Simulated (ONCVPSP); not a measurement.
**Building the ONCV potential for S (PBEsol, scalar-relativistic).**

The input file (ONCVPSP 4.0.1):

```
# ATOM AND REFERENCE CONFIGURATION
# atsym  z   nc   nv     iexc    psfile
  S 16.00    3    2  -116133      upf
#
#   n    l    f
    1    0    2.00
    2    0    2.00
    2    1    6.00
    3    0    2.00
    3    1    4.00
#
# PSEUDOPOTENTIAL AND OPTIMIZATION
# lmax
    1
#
#   l,   rc,      ep,       ncon, nbas, qcut
    0    1.40    0.00    3    6    3.70
    1    1.70    0.00    4    8    4.10
#
# LOCAL POTENTIAL
# lloc, lpopt,  rc(5),   dvloc0
    0    5    1.40    0.00
#
# VANDERBILT-KLEINMAN-BYLANDER PROJECTORs
# l, nproj, debl
    0    0    1.10
    1    1    2.70
#
# MODEL CORE CHARGE
# icmod, fcfact, rcfact
    3    1.75    1.75
#
# LOG DERIVATIVE ANALYSIS
# epsh1, epsh2, depsh
   -2.00    5.00    0.02
#
# OUTPUT GRID
# rlmax, drl
    6.00    0.01
#
# TEST CONFIGURATIONS
# ncnf
    4
# nvcnf
#   n    l    f
    2
    3    0    2.00
    3    1    3.00
#
    2
    3    0    2.00
    3    1    2.00
#
    2
    3    0    2.00
    3    1    1.00
#
    2
    3    0    1.00
    3    1    4.00
#
```

Command:

```bash
oncvpsp.x < S.dat > S.out
```

Output (shortened: citation, most of the input echo, consistency checks and plot data are left out):

```
ONCVPSP  (Optimized Norm-Conservinng Vanderbilt PSeudopotential)
scalar-relativistic version 4.0.1

#   n    l    f        energy (Ha)
    1    0    2.00    -8.8262478E+01
    2    0    2.00    -7.7629830E+00
    2    1    6.00    -5.7445831E+00
    3    0    2.00    -6.3187900E-01
    3    1    4.00    -2.5645142E-01

Reference configufation results
  iterations    23
  all-electron total energy (Ha)   -3.98405760D+02

Begin loop to  construct optimized pseudo wave functions
and semi-local pseudopoentials for all angular momenta

Calculating optimized projector #   1

 for l=   0

    Fraction of norm inside rc  0.360275
    Optimizing pswf for qcut=   3.70 a_B^-1,  ecut=   6.83 Ha
    Residual kinetic energy error=  1.55D-02 Ha

    Energy error per electron        Cutoff
         Ha          eV             Ha
         0.01000     0.27211        7.85
         0.00100     0.02721       38.99
         0.00010     0.00272       65.86

Calculating optimized projector #   1

 for l=   1

    Fraction of norm inside rc  0.391133
    Optimizing pswf for qcut=   4.11 a_B^-1,  ecut=   8.45 Ha
    Residual kinetic energy error=  1.83D-04 Ha

    Energy error per electron        Cutoff
         Ha          eV             Ha
         0.01000     0.27211        4.07
         0.00100     0.02721        5.80
         0.00010     0.00272       19.05
         0.00001     0.00027       64.68

Construct Vanderbilt / Kleinmman-Bylander projectors

Model core correction analysis
  based on d2Exc/dn_idn_j

d2excae - all-electron derivatives

   -3.536157D-02   -2.875666D-02
   -2.875785D-02   -2.676685D-02

d2excps - pseudofunction derivatives with no core correction

   -3.796792D-02   -3.041662D-02
   -3.041819D-02   -2.796299D-02

rms 2nd derivative error    1.853104E-03

rmatch, rhocmatch    0.9246    1.9355

Teter function model core charge with specified parameters

d2excps - pseudofunction derivatives with core correction

   -3.296175D-02   -2.742693D-02
   -2.742744D-02   -2.601161D-02

rms 2nd derivative error    1.570641E-03

Pseudoatom total energy  -10.156483

Diagnostic tests using Vanderbilt-Kleinman-Bylander pseudopotentials
  1 or more projectors used as specified by nproj input data

   l    rcore       rmatch      e in        delta e   norm test  slope test

   0   1.4055085   1.4481828  -0.6318790   0.0000356   1.0000234   1.0011547

   1   1.7020365   1.7537140  -0.2564514  -0.0000014   1.0000005   1.0000217

 Testing for bound ghosts
   n   l    E NL Schr. Eq   E Basis Diag.   E Cutoff

   2   1       -0.256453       -0.247703     76.29

 Testing for highly-localized positive-energy ghosts
       l    <radius>/rc     E Basis Diag.   E Cutoff

Test configuration 0

   n   l     f        eae           eps        diff
   1   0  2.0000  -88.26247830
   2   0  2.0000   -7.76298304
   2   1  6.0000   -5.74458307
   3   0  2.0000   -0.63187900   -0.63184340    3.56D-05
   3   1  4.0000   -0.25645142   -0.25645277   -1.35D-06

    Total energies and differences
      AE_ref= -3.98405760D+02  AE_tst= -3.98405760D+02  dif=  0.00D+00
      PS_ref= -1.01564833D+01  PS_tst= -1.01564833D+01  dif= -3.55D-15
      PSP excitation error=  3.55D-15

Test configuration 1

   n   l     f        eae           eps        diff
   1   0  2.0000  -88.70235913
   2   0  2.0000   -8.19387787
   2   1  6.0000   -6.17642025
   3   0  2.0000   -1.01275304   -1.01227914    4.74D-04
   3   1  3.0000   -0.61576760   -0.61533331    4.34D-04

    Total energies and differences
      AE_ref= -3.98405760D+02  AE_tst= -3.97974570D+02  dif=  4.31D-01
      PS_ref= -1.01564833D+01  PS_tst= -9.72544869D+00  dif=  4.31D-01
      PSP excitation error=  1.56D-04

Test configuration 2

   n   l     f        eae           eps        diff
   1   0  2.0000  -89.23418351
   2   0  2.0000   -8.70741313
   2   1  6.0000   -6.69178407
   3   0  2.0000   -1.44498303   -1.44404678    9.36D-04
   3   1  2.0000   -1.02662573   -1.02555045    1.08D-03

    Total energies and differences
      AE_ref= -3.98405760D+02  AE_tst= -3.97157223D+02  dif=  1.25D+00
      PS_ref= -1.01564833D+01  PS_tst= -8.90880384D+00  dif=  1.25D+00
      PSP excitation error=  8.58D-04

Test configuration 3

   n   l     f        eae           eps        diff
   1   0  2.0000  -89.84911961
   2   0  2.0000   -9.29321392
   2   1  6.0000   -7.28043621
   3   0  2.0000   -1.91719785   -1.91660278    5.95D-04
   3   1  1.0000   -1.47860805   -1.47738020    1.23D-03

    Total energies and differences
      AE_ref= -3.98405760D+02  AE_tst= -3.95907754D+02  dif=  2.50D+00
      PS_ref= -1.01564833D+01  PS_tst= -7.66050355D+00  dif=  2.50D+00
      PSP excitation error=  2.03D-03

Test configuration 4

   n   l     f        eae           eps        diff
   1   0  2.0000  -88.75366724
   2   0  2.0000   -8.24481216
   2   1  6.0000   -6.22667843
   3   0  1.0000   -1.03704124   -1.03691225    1.29D-04
   3   1  4.0000   -0.63682450   -0.63647789    3.47D-04

    Total energies and differences
      AE_ref= -3.98405760D+02  AE_tst= -3.97575956D+02  dif=  8.30D-01
      PS_ref= -1.01564833D+01  PS_tst= -9.32674002D+00  dif=  8.30D-01
      PSP excitation error=  6.11D-05
```

The run took about 2.9 s on one core of a shared server CPU.
